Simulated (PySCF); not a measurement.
## Spinor energies of Ge³⁺ (germanium, charge +3)

Start: [Ar] 3d9 4s1 4p1; 3d3/2 filled at m_j = -3/2, -1/2, +1/2, +3/2; 3d5/2 filled at m_j = -3/2, -1/2, +1/2, +3/2, +5/2; 4s1/2 filled at m_j = +1/2; 4p3/2 filled at m_j = +3/2. Calculated with PySCF 2.14 in x2c-TZVPall-2c with one added diffuse shell each of s, p, d type (7s8p5d1f, 63 functions): generalised Hartree-Fock with the X2C-1e Hamiltonian and a Gaussian nucleus; one run each with spin-orbit coupling (SO) switched off, then screened by Boettger's factors. This is a chosen level, not necessarily the ground level.

| spinor shell | electrons | ε, spin-free (eV) | ε, screened SO (eV) | weight of nominal j (screened SO) | rms radius, screened SO (bohr) |
| --- | --- | --- | --- | --- | --- |
| 1s1/2 | 2 | -11228.7 | -11228.5 | 1.000 | 0.0542 |
| 2s1/2 | 2 | -1504.0 | -1503.9 | 1.000 | 0.227 |
| 2p1/2 | 2 | -1315.8 | -1338.0 | 1.000 | 0.201 |
| 2p3/2 | 4 | -1315.8 | -1305.0 | 1.000 | 0.204 |
| 3s1/2 | 2 | -248.00 | -248.02 | 1.000 | 0.661 |
| 3p1/2 | 2 | -187.71 | -192.19 | 0.961 | 0.683 |
| 3p3/2 | 4 | -187.71 | -185.57 | 0.980 | 0.693 |
| 3d3/2 | 4 | -90.155 | -91.100 | 0.818 | 0.764 |
| 3d5/2 | 5 | -90.155 | -89.493 | 0.855 | 0.768 |
| 4s1/2 | 1 | -50.823 | -50.832 | 0.999 | 1.93 |
| 4p3/2 | 1 | -39.100 | -38.964 | 1.000 | 2.22 |

| quantity | spin-free | screened SO |
| --- | --- | --- |
| E (hartree) | -2093.75159 | -2093.83241 |
| M_J | 9/2 | 9/2 |
| ⟨J²⟩ | 24.759 | 24.759 |
| ⟨L²⟩ | 12.009 | 12.011 |
| ⟨S²⟩ | 3.750 | 3.752 |

Each row is a mean over spinors that exchange with the open shell spreads, by up to 10.101 eV (3p3/2).

Rows whose weight is well below 1 are mixtures of j = l ± 1/2: exchange outweighs spin-orbit coupling there, and the label is only the starting occupation.

Without spin-orbit coupling the j labels of p, d and f shells carry no meaning; the spin-free column gives the mean over the occupied spinors of each nl shell.
